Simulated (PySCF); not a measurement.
An isoelectronic set: 59 electrons

HF in PySCF with def2-TZVPPD on every atom (core potentials on In, Sn, Sb), for the lowest determinant that a PBE0 search found; no spin–orbit coupling. All have 59 electrons, 11 of them in the valence shells, and the same state, a doublet (π ↑). For ions De leads to the atom and ion picked by measured ionisation energies and electron affinities.

```csv
species,difference of nuclear charges,Re (Å),ωe (cm⁻¹),k (mdyn/Å),De (eV),dissociates to
InF⁻,40,2.057,435,1.82,n/a,In + F⁻
SnF,41,1.928,605,3.54,3.07,Sn + F
SbO,43,1.767,994,8.22,0.23,Sb + O
SbF⁺,42,1.822,775,5.82,2.27,Sb⁺ + F
```

(1) Which member of the whole set has the stiffest bond, and how does it compare with the softest?

These are scalar-relativistic numbers at best; spin–orbit coupling would shift them, the dissociation energy most. For an ion De counts to the pair picked by the measured ionisation energies or electron affinities, which need not be the lowest pair at this level. Hartree–Fock leaves out correlation, which carries a large part of most bond energies and some tenths to 1 eV of ionisation energies. States were picked by a PBE0 search and need not be the measured ground states.

Answers

(1) SbO with k = 8.22 mdyn/Å, 4.5 times that of InF⁻.
